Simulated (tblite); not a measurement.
Record of a relaxation.

C5H4F4O2.
SMILES with atom numbers: `[O:1]=[C:2]1[C@H:3]([C:4]([F:5])([F:6])[F:7])[O:8][C@@H:9]1[CH2:10][F:11]` (hydrogens: H12 on C3; H13 on C9; H14, H15 on C10)

Computed with GFN2-xTB (tblite), gas phase: L-BFGS steps from a force-field or distance-geometry start until the largest atomic force falls under 0.01 eV/Å. 9 of its 56 geometries are shown.

Step 0: E = -1081.9574 eV, largest atomic force 3.173 eV/Å
```
atom  x, y, z in Å  |  force x, y, z in eV/Å
O1     -0.792    0.604    2.014    0.657   0.055  -2.055
C2     -0.300    0.631    0.903   -0.252  -0.135   3.160
C3     -0.779    0.848   -0.498    1.398   0.383  -0.135
C4     -1.803   -0.148   -0.977   -0.375  -0.620  -0.168
F5     -1.994   -0.065   -2.297   -0.097  -0.185   0.329
F6     -1.412   -1.421   -0.691   -0.362   0.744  -0.234
F7     -2.997    0.054   -0.373    0.607  -0.179  -0.352
O8      0.582    0.601   -0.957   -0.723   0.126   0.012
C9      1.120    0.438    0.382   -1.412   0.419  -0.387
C10     1.725   -0.919    0.625    0.421  -0.135  -0.036
F11     2.920   -0.972   -0.034    0.198  -0.182   0.057
H12    -1.078    1.887   -0.695   -0.193  -0.188  -0.160
H13     1.773    1.276    0.647    0.205  -0.196  -0.066
H14     1.107   -1.734    0.244   -0.121   0.036  -0.152
H15     1.923   -1.074    1.686    0.049   0.057   0.187
```

Step 7: E = -1082.1158 eV, largest atomic force 0.116 eV/Å
```
atom  x, y, z in Å  |  force x, y, z in eV/Å
O1     -0.810    0.602    2.027    0.086   0.019  -0.075
C2     -0.292    0.642    0.960   -0.055  -0.018   0.009
C3     -0.761    0.868   -0.480   -0.048  -0.026  -0.049
C4     -1.793   -0.148   -0.983   -0.025  -0.016   0.056
F5     -2.003   -0.080   -2.296    0.061   0.057   0.001
F6     -1.425   -1.403   -0.707    0.054  -0.024   0.002
F7     -2.971    0.054   -0.386   -0.077   0.018   0.025
O8      0.554    0.612   -0.946   -0.006   0.022  -0.002
C9      1.092    0.435    0.376    0.020   0.050   0.026
C10     1.740   -0.922    0.620   -0.033   0.008  -0.002
F11     2.945   -0.991   -0.017    0.015   0.008   0.045
H12    -1.111    1.877   -0.723   -0.060   0.002  -0.008
H13     1.795    1.240    0.621    0.067  -0.013  -0.019
H14     1.108   -1.722    0.224    0.025  -0.069  -0.038
H15     1.926   -1.056    1.690   -0.024  -0.019   0.029
```

Step 14: E = -1082.1231 eV, largest atomic force 0.082 eV/Å
```
atom  x, y, z in Å  |  force x, y, z in eV/Å
O1     -0.794    0.610    2.029    0.055   0.025   0.001
C2     -0.285    0.653    0.959   -0.007  -0.015   0.015
C3     -0.770    0.872   -0.474   -0.005   0.007  -0.021
C4     -1.795   -0.149   -0.973   -0.004  -0.028  -0.010
F5     -1.986   -0.063   -2.289   -0.006  -0.012  -0.029
F6     -1.420   -1.404   -0.707    0.011  -0.036   0.009
F7     -2.982    0.043   -0.389   -0.002  -0.007   0.015
O8      0.544    0.627   -0.952    0.013  -0.015   0.032
C9      1.095    0.439    0.365    0.000  -0.019   0.033
C10     1.732   -0.926    0.619    0.018  -0.003  -0.026
F11     2.955   -0.986    0.016    0.045   0.009   0.018
H12    -1.147    1.868   -0.729    0.021   0.062   0.033
H13     1.825    1.222    0.604   -0.033   0.006  -0.034
H14     1.126   -1.737    0.205   -0.027   0.018  -0.020
H15     1.899   -1.063    1.694   -0.080   0.007  -0.015
```

Step 21: E = -1082.1324 eV, largest atomic force 0.147 eV/Å
```
atom  x, y, z in Å  |  force x, y, z in eV/Å
O1     -0.734    0.650    2.052   -0.073  -0.012  -0.004
C2     -0.270    0.659    0.962    0.125   0.075  -0.022
C3     -0.783    0.875   -0.464    0.031   0.003   0.056
C4     -1.795   -0.157   -0.967   -0.033  -0.017  -0.033
F5     -1.972   -0.067   -2.284   -0.043  -0.005  -0.018
F6     -1.404   -1.410   -0.707    0.025   0.025   0.031
F7     -2.988    0.012   -0.390    0.009   0.007  -0.002
O8      0.525    0.636   -0.965   -0.008  -0.024   0.017
C9      1.096    0.438    0.342    0.007  -0.027  -0.018
C10     1.721   -0.930    0.604   -0.022  -0.004   0.019
F11     2.990   -0.975    0.099   -0.083  -0.033   0.066
H12    -1.161    1.879   -0.697   -0.004  -0.054   0.000
H13     1.839    1.214    0.563   -0.025   0.011   0.013
H14     1.143   -1.738    0.140    0.064   0.077  -0.048
H15     1.789   -1.079    1.690    0.030  -0.024  -0.058
```

Step 28: E = -1082.1380 eV, largest atomic force 0.071 eV/Å
```
atom  x, y, z in Å  |  force x, y, z in eV/Å
O1     -0.706    0.680    2.058   -0.052   0.008   0.035
C2     -0.252    0.678    0.964    0.009  -0.033  -0.024
C3     -0.786    0.874   -0.456    0.004   0.006   0.022
C4     -1.796   -0.163   -0.959   -0.002   0.008   0.007
F5     -1.978   -0.071   -2.277    0.016  -0.031   0.024
F6     -1.385   -1.409   -0.696   -0.030   0.004  -0.016
F7     -2.994   -0.009   -0.388    0.030   0.008   0.045
O8      0.516    0.629   -0.971   -0.020   0.048  -0.025
C9      1.104    0.443    0.330   -0.010  -0.002  -0.034
C10     1.710   -0.932    0.597   -0.003   0.007   0.000
F11     3.010   -0.978    0.183    0.018   0.027  -0.003
H12    -1.175    1.876   -0.680    0.038  -0.019  -0.057
H13     1.852    1.218    0.535    0.016  -0.001   0.021
H14     1.166   -1.716    0.060    0.001   0.019   0.000
H15     1.709   -1.113    1.677   -0.016  -0.049   0.005
```

Step 34: E = -1082.1423 eV, largest atomic force 0.070 eV/Å
```
atom  x, y, z in Å  |  force x, y, z in eV/Å
O1     -0.717    0.693    2.051    0.038  -0.009   0.006
C2     -0.249    0.687    0.963   -0.069   0.011  -0.001
C3     -0.782    0.874   -0.459    0.026   0.013  -0.044
C4     -1.796   -0.168   -0.946    0.045   0.012   0.016
F5     -1.987   -0.085   -2.263   -0.038  -0.012   0.034
F6     -1.386   -1.415   -0.684   -0.003   0.002   0.010
F7     -2.984   -0.009   -0.356    0.035   0.010  -0.018
O8      0.522    0.637   -0.971    0.029  -0.037  -0.003
C9      1.109    0.450    0.330   -0.021   0.005   0.030
C10     1.708   -0.931    0.591   -0.016  -0.019  -0.015
F11     3.025   -0.965    0.229   -0.059   0.021   0.018
H12    -1.167    1.870   -0.706   -0.018   0.008   0.004
H13     1.859    1.223    0.534    0.007  -0.013   0.032
H14     1.179   -1.687    0.004    0.047  -0.036  -0.017
H15     1.660   -1.164    1.662   -0.002   0.044  -0.050
```

Step 41: E = -1082.1466 eV, largest atomic force 0.060 eV/Å
```
atom  x, y, z in Å  |  force x, y, z in eV/Å
O1     -0.711    0.717    2.048    0.013  -0.003  -0.059
C2     -0.247    0.702    0.957   -0.023   0.029  -0.001
C3     -0.774    0.881   -0.469   -0.016  -0.002  -0.021
C4     -1.786   -0.175   -0.928   -0.017   0.002   0.012
F5     -2.012   -0.110   -2.239   -0.004  -0.007  -0.010
F6     -1.373   -1.418   -0.658    0.033   0.015   0.006
F7     -2.960   -0.008   -0.314   -0.032   0.004   0.015
O8      0.530    0.643   -0.977    0.009   0.030   0.009
C9      1.109    0.453    0.328   -0.002  -0.015   0.018
C10     1.694   -0.935    0.573    0.028  -0.008  -0.006
F11     3.034   -0.936    0.316    0.036  -0.018   0.014
H12    -1.171    1.868   -0.735    0.001   0.013   0.023
H13     1.871    1.212    0.544   -0.035  -0.021  -0.006
H14     1.229   -1.669   -0.091    0.002  -0.017   0.008
H15     1.564   -1.216    1.624    0.006  -0.001  -0.002
```

Step 48: E = -1082.1481 eV, largest atomic force 0.017 eV/Å
```
atom  x, y, z in Å  |  force x, y, z in eV/Å
O1     -0.718    0.725    2.038    0.002  -0.004  -0.014
C2     -0.251    0.705    0.949    0.000  -0.005   0.009
C3     -0.774    0.889   -0.477   -0.012   0.001   0.002
C4     -1.786   -0.172   -0.922    0.001  -0.003  -0.003
F5     -2.027   -0.124   -2.231    0.004   0.011  -0.012
F6     -1.359   -1.410   -0.646    0.009   0.000   0.010
F7     -2.956   -0.007   -0.298    0.003   0.000   0.008
O8      0.533    0.651   -0.981   -0.010  -0.012   0.006
C9      1.106    0.447    0.324    0.004  -0.003   0.003
C10     1.696   -0.941    0.567    0.002  -0.006   0.004
F11     3.043   -0.934    0.345   -0.010   0.008  -0.001
H12    -1.172    1.876   -0.739    0.002   0.015  -0.004
H13     1.865    1.205    0.552   -0.002   0.005  -0.013
H14     1.252   -1.672   -0.114    0.007  -0.004  -0.001
H15     1.543   -1.232    1.611   -0.001  -0.003   0.006
```

Step 55: E = -1082.1483 eV, largest atomic force 0.008 eV/Å
```
atom  x, y, z in Å  |  force x, y, z in eV/Å
O1     -0.718    0.726    2.037   -0.002  -0.002   0.000
C2     -0.251    0.707    0.948    0.005  -0.002   0.002
C3     -0.775    0.892   -0.477    0.000   0.000   0.002
C4     -1.786   -0.171   -0.920   -0.003  -0.002   0.002
F5     -2.027   -0.123   -2.230   -0.006   0.003   0.004
F6     -1.353   -1.406   -0.643    0.003  -0.003  -0.003
F7     -2.955   -0.011   -0.294   -0.006   0.002  -0.004
O8      0.530    0.648   -0.982    0.000  -0.003  -0.001
C9      1.105    0.445    0.323    0.003  -0.001  -0.003
C10     1.695   -0.942    0.567    0.002  -0.002  -0.002
F11     3.044   -0.930    0.355    0.000   0.004   0.005
H12    -1.171    1.880   -0.739    0.003   0.002  -0.004
H13     1.864    1.204    0.544    0.001  -0.001   0.003
H14     1.260   -1.674   -0.120   -0.002   0.001   0.002
H15     1.535   -1.238    1.609    0.001   0.003  -0.003
```

**Question.** Summarise the path.

**Answer.** The energy falls by 4.40 kcal/mol from step 0 to step 55; nine tenths of that is first reached at step 20. It falls at every step. The largest force goes from 3.173 to 0.008 eV/Å. Among the bonds C3–O8 changes most, from 1.458 to 1.420 Å; the atoms move by 0.204 Å rms after alignment.

**Question.** Follow the three bonds and two angles with the largest change from start to end.

**Answer.** 
```csv
step,E above end (kcal/mol),largest force (eV/Å),C3–O8 (Å),C2–C3 (Å),O1=C2 (Å),C10–C9–H13 (°),C2–C3–H12 (°)
0,4.40,3.173,1.458,1.497,1.215,114.3,113.1
2,1.48,0.691,1.419,1.521,1.189,111.7,113.7
5,0.90,0.165,1.420,1.529,1.184,111.0,115.2
7,0.75,0.116,1.419,1.531,1.186,110.2,116.2
10,0.68,0.081,1.419,1.532,1.185,109.8,116.5
12,0.62,0.104,1.420,1.530,1.184,109.2,116.9
14,0.58,0.082,1.420,1.529,1.185,108.9,117.2
17,0.52,0.091,1.421,1.530,1.185,108.8,117.2
19,0.45,0.112,1.421,1.531,1.184,108.8,116.7
22,0.33,0.116,1.420,1.531,1.185,108.8,116.1
24,0.30,0.056,1.421,1.531,1.186,108.9,116.0
26,0.27,0.076,1.421,1.531,1.185,109.1,115.7
29,0.22,0.070,1.422,1.530,1.185,109.6,115.5
31,0.19,0.069,1.421,1.530,1.185,109.7,115.9
33,0.16,0.058,1.421,1.530,1.185,109.7,116.3
36,0.10,0.078,1.421,1.530,1.184,109.8,116.3
38,0.07,0.053,1.420,1.530,1.185,109.6,116.5
41,0.04,0.060,1.420,1.531,1.185,109.4,117.1
43,0.03,0.050,1.421,1.531,1.185,109.2,117.0
45,0.01,0.038,1.421,1.530,1.185,109.2,116.9
48,0.00,0.017,1.420,1.530,1.185,109.1,117.0
50,0.00,0.014,1.421,1.531,1.185,109.2,117.1
53,0.00,0.018,1.421,1.530,1.185,109.2,117.0
55,0.00,0.008,1.420,1.530,1.185,109.2,117.1
```

What follows is the cost of the whole relaxation. Time: 0.6 s. Hardware: an Arm Neoverse N1 with one thread, on a shared host.
